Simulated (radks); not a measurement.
The numbers below are computed, except where a source is named.
In2+, 47 electrons, occupied as [Kr] 4d10 6s1 (not the ground configuration). Code: a radial shooting solver on a logarithmic mesh with Libxc functionals. Model: Dirac Kohn-Sham, PBEsol, spin-unpolarised, spherical densities, point nucleus.

Normalised radial functions P(r) = r R(r) (large component), r in bohr:

r	4s1/2	4d3/2	4d5/2
0.002554	0.1154	0.0000	0.0000
0.003489	0.1468	0.0001	0.0001
0.004729	0.1823	0.0002	0.0001
0.006409	0.2203	0.0004	0.0003
0.008686	0.2563	0.0009	0.0007
0.01177	0.2815	0.0020	0.0017
0.01595	0.2819	0.0046	0.0040
0.02179	0.2368	0.0102	0.0092
0.02954	0.1293	0.0219	0.0202
0.04003	-0.0477	0.0454	0.0425
0.05425	-0.2660	0.0896	0.0849
0.07353	-0.4407	0.1650	0.1582
0.09965	-0.4368	0.2773	0.2686
0.1361	-0.1373	0.4151	0.4060
0.1845	0.3603	0.5148	0.5085
0.2501	0.7055	0.4826	0.4834
0.3389	0.4848	0.2295	0.2400
0.4593	-0.3062	-0.2300	-0.2117
0.6225	-1.0868	-0.7202	-0.7016
0.8436	-1.2417	-0.9924	-0.9820
1.152	-0.8003	-0.9283	-0.9296
1.562	-0.3159	-0.6457	-0.6545
2.117	-0.0719	-0.3338	-0.3432
2.869	-0.0083	-0.1208	-0.1264
3.888	-0.0004	-0.0278	-0.0298
5.269	0.0000	-0.0035	-0.0039
7.199	0.0000	-0.0002	-0.0002
9.756	0.0000	0.0000	0.0000
13.22	0.0000	0.0000	0.0000

4s1/2: eigenvalue -142.83 eV, 3 radial nodes at r = 0.0372, 0.149, 0.414 bohr, <r> = 0.848 bohr, 90 % of the charge inside 1.23 bohr. 4d3/2: eigenvalue -42.206 eV, 1 radial node at r = 0.399 bohr, <r> = 1.14 bohr, 90 % of the charge inside 1.78 bohr. 4d5/2: eigenvalue -41.319 eV, 1 radial node at r = 0.403 bohr, <r> = 1.16 bohr, 90 % of the charge inside 1.80 bohr.
